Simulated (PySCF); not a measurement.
**Computed properties of 1-bromo-1,1-dichloroethane (C2H3BrCl2), SMILES ClC(C)(Br)Cl**

1-bromo-1,1-dichloroethane (C2H3BrCl2), SMILES BrC(Cl)(Cl)C. The structure is a stationary point at B3LYP-D3(BJ)/def2-SVP. The values are those of a single conformer. All values are computed for the isolated molecule unless a solvent is named; none is compared with measurement here.

**Structure.** The optimised structure has Cs symmetry. All 18 harmonic modes at B3LYP-D3(BJ)/def2-SVP (PySCF) are real, so it is a minimum. With heavy atoms numbered as in [CH3:1][C:2]([Cl:3])([Cl:4])[Br:5], the shortest bond between them is C1–C2 at 1.515 Å and the longest C2–Br5 at 1.979 Å.

**Vibrations.** The strongest infrared lines (harmonic, unscaled, degenerate partners summed) lie at 652 cm⁻¹ (120 km/mol, C 73 %, H 14 %, Cl 12 %), 696 cm⁻¹ (108 km/mol, C 70 %, Cl 15 %, H 15 %), 1084 cm⁻¹ (51 km/mol, H 57 %, C 43 %). The softest mode is at 201 cm⁻¹ and the zero-point energy is 29.2 kcal/mol.

**Electronic structure.** CAM-B3LYP/def2-TZVP (PySCF) places the frontier levels at -9.67 and -0.27 eV, a gap of 9.40 eV, and gives a dipole moment of 1.80 D and a mean polarisability of 68.3 bohr³. PBE/def2-TZVP (PySCF) at the same geometry gives -6.96 and -2.43 eV, so its gap is 4.87 eV narrower. An orbital gap is neither the optical nor the fundamental gap.

**Excitations.** TDDFT-CAM-B3LYP/def2-SVPD (PySCF) has S1 at 5.33 eV (233 nm, f = 0.002, weak); the most intense of the 10 singlets computed lies at 6.62 eV (f = 0.04). T1 (TDA) is at 4.68 eV. TDDFT-PBE/def2-SVPD (PySCF) puts S1 at 4.72 eV. No vertical singlet excitation falls in the visible range (under 3.1 eV).

**NMR.** GIAO shifts at PBE0/pcSseg-1 (PySCF) (non-relativistic, atoms alike by connectivity averaged): ¹³C from 52.9 to 129.5 ppm against TMS; ¹H at 2.9 ppm against TMS. Without spin–orbit terms, shifts of atoms bonded to Cl or Br come out too high.
